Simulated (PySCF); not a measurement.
Diagnose this run.

A geometry optimisation on C2H6BiCl, SMILES `[CH3][Bi]([CH3])[Cl]`. Method: PBE0-D3(BJ)/def2-SVP geometry optimisation, gas phase, def2 core potentials past Kr (PySCF 2.14.0).

Driver input (Å, GFN2-xTB start):

```
{"job": {"xc": "PBE0", "basis": "def2-SVP", "d3": "d3bj", "grid": 1, "maxiter": 30, "shake": 0.03, "kind": "geom"}, "charge": 0, "multiplicity": 1}
Bi    -0.2651    -0.6451     1.2769
C      1.5333    -0.5578     0.0013
H      1.9738     0.4110     0.0796
H      1.3736    -0.6970    -1.0335
H      2.2188    -1.3456     0.2917
C     -1.2511     1.0911     0.0082
H     -2.2706     1.1438     0.2138
H     -1.0380     0.8621    -1.0425
H     -0.7659     2.0336     0.3100
Cl    -1.3841    -2.3729    -0.1012
```

Output:

```
step   0  E = -754.22811903  max force = 0.052128
step   1  E = -754.23655157  max force = 0.008578
step   2  E = -754.23725900  max force = 0.003708
step   3  E = -754.23746964  max force = 0.001435
step   4  E = -754.23750830  max force = 0.001011
step   5  E = -754.23748145  max force = 0.002904
step   6  E = -754.23747890  max force = 0.003599
step   7  E = -754.23754206  max force = 0.002870
step   8  E = -754.23759231  max force = 0.002016
step   9  E = -754.23762535  max force = 0.001253
step  10  E = -754.23764407  max force = 0.000680
step  11  E = -754.23764928  max force = 0.000586
step  12  E = -754.23765123  max force = 0.000585
step  13  E = -754.23765195  max force = 0.000583
step  14  E = -754.23765226  max force = 0.000583
step  15  E = -754.23765239  max force = 0.000580
step  16  E = -754.23765247  max force = 0.000581
step  17  E = -754.23765254  max force = 0.000579
step  18  E = -754.23765261  max force = 0.000581
step  19  E = -754.23765267  max force = 0.000580
step  20  E = -754.23765274  max force = 0.000579
step  21  E = -754.23765280  max force = 0.000580
step  22  E = -754.23765286  max force = 0.000578
step  23  E = -754.23765292  max force = 0.000580
step  24  E = -754.23765297  max force = 0.000578
step  25  E = -754.23765302  max force = 0.000577
step  26  E = -754.23765308  max force = 0.000580
step  27  E = -754.23765312  max force = 0.000578
step  28  E = -754.23765316  max force = 0.000576
step  29  E = -754.23765321  max force = 0.000579
step  30  E = -754.23765324  max force = 0.000577
optimisation not converged
```

Energies are in Eh and forces in Eh/bohr.

Task: Which diagnosis fits best?
A. step limit reached with the energy going up and down
B. step limit reached with the energy nearly constant
C. step limit reached while the energy was still falling

Result: B. After 31 gradient evaluations the largest force component was 0.00058 Eh/bohr against a threshold of 0.00045, and over the last 5 steps the energy changed by 0.000 kcal/mol in all, within a range of 0.000 kcal/mol, the last step by 0.000 kcal/mol. The energy rose in 2 of the 30 steps.

Task: How can it be mended?

Result: Restart from the last geometry, if need be with a computed Hessian or a finer grid, and confirm the end point by frequencies.
